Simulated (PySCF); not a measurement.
**How methods differ on the excitation energy of Bi**

Bi [Xe] 4f14 5d10 6s2 6p3 (4S) → Bi [Xe] 4f14 5d10 6s1 6p3 6d1 (6D), as a difference of total energies. All numbers are calculated (PySCF 2.14, scalar relativity through the core potential, in aug-cc-pVQZ-PP with ECP60MDF). Correlated levels: valence: 5s2 5p6 5d10 frozen. The calculations carry no spin-orbit coupling.

```
           method  excitation energy (eV)
              UHF                  12.830
    MP2 (valence)                  13.777
SCS-MP2 (valence)                  14.099
   CCSD (valence)                  13.854
CCSD(T) (valence)                  13.897
```

How much does correlation contribute at CCSD(T) (valence)?

13.897 − (12.830) = 1.067 eV, measured against UHF.

Spin-orbit coupling is strong in these open shells (close to jj coupling). The scalar numbers leave it out and a first-order estimate fails, so it can dominate the gap to the real levels.

The upper state lies above the first ionisation limit.

The promoted electron is Rydberg-like, and one or two diffuse shells describe it only roughly, which tends to raise the upper state.
